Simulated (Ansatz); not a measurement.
Consider the formal loss of a carbene: `CCCC1CCCCC1` → `CCC1CCCCC1` + `[CH2]` (triplet).

Isolated molecules relaxed with PBE0-D4/def2-TZVP in Ansatz; ΔE leaves out vibrations. CBS: MP2 limit from def2 TZ/QZ plus the TZ coupled-cluster correction, frozen cores. This one scheme is used for every species. Triplets are unrestricted, without spin–orbit coupling. Each species was taken in one conformer, which may not be the lowest.

```json
{"level": "MP2/def2-TZVPP", "ΔE (kJ/mol)": "431.9"}
{"level": "CCSD/CBS(def2)", "ΔE (kJ/mol)": "417.8"}
```

(1) What does CCSD(T)/CBS give? (Best estimate.)

Largest T1 diagnostic among the species: 0.011.

## Answers

(1) The calculation gave: +429.5 kJ/mol. The listed levels differ from it by 2.4, -11.7 kJ/mol.

The D4 term adds +13.7 kJ/mol with B3LYP and +7.8 kJ/mol with PBE0; it sums over pairs of atoms, weighted by their polarisabilities, and B3LYP, whose exchange is more repulsive, gets the larger term. From PBE to PBE0 (25 % exact exchange), in def2-TZVPP and without D4, ΔE moves by −6.7 kJ/mol.

B3LYP here is the variant with VWN-RPA as its local correlation; programs differ in this.
